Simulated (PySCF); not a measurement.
CH₁₁NSi₃, SMILES C[SiH2]N[SiH2][SiH3].

Geometry optimised at PBE0-D3(BJ)/def2-SVP. The structure was generated by enumeration, and PubChem lists no compound with its InChIKey, so it may never have been made. One conformer was computed; it need not be the lowest.

Level of theory: PySCF with PBE0/def2-TZVP.

Isolated molecule, no solvent.

```json
{
  "total_energy": "-967.57932 hartree",
  "highest_occupied_level": "-7.05 eV",
  "lowest_empty_level": "-0.23 eV",
  "orbital_gap": "6.82 eV",
  "dipole_moment": "0.94 D",
  "quadrupole, principal values (traceless, Buckingham form, about the centre of nuclear charge)": "-6.16, 1.59, 4.57 D·Å",
  "mean_static_polarisability": "102.9 bohr³ (15.25 Å³)",
  "polarisability_principal_values": "87.7, 102.2, 118.8 bohr³"
}
```
